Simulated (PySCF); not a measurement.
Si(Cl)2(OH)(SH) (Cl₂H₂OSSi), SMILES O[Si](S)(Cl)Cl.

Coordinates come from a PBE0-D3(BJ)/def2-SVP optimisation. This is a generated structure with no PubChem entry under its InChIKey; it may be hypothetical. The values are those of a single conformer.

Computed with SMD-B3LYP/6-31G* (PySCF).

Solvation free energies are E(SMD) − E(gas) at the gas-phase geometry, for 1 M in both phases. In vacuum the dipole moment is 2.12 D.

```csv
solvent,ΔG(solv) (kcal/mol),its non-electrostatic (CDS) part,dipole (D)
water,-6.0,1.7,2.79
ethylethanoate,___,___,___
2-propanol,-9.4,-2.6,2.76
```

### Question
Some entries are withheld; supply them. (An estimate is asked for; the answer gives what the named calculation found.)

### Answer

- ethylethanoate, ΔG(solv) (kcal/mol): -6.8
- ethylethanoate, its non-electrostatic (CDS) part: -3.3
- ethylethanoate, dipole (D): 2.55
